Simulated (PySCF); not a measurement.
Constitutional and geometric isomers with formula C2H6N2. All species are isolated molecules in the gas phase. One relaxed conformer stands for each flexible species; it need not be the lowest. Strings in code marks are SMILES.

B3LYP has the VWN-RPA correlation part, as in Gaussian. 

A: `C/N=C/N`
B: `C1NCN1`
C: `C/N=C\N`
D: `N(=C/CN)/[H]`

Problem. Rank these by HOMO (lowest first), as B3LYP-D3(BJ)/def2-TZVP (PySCF) gives it.

Solution. D (-6.78 eV), C (-6.59 eV), A (-6.46 eV), B (-6.27 eV)
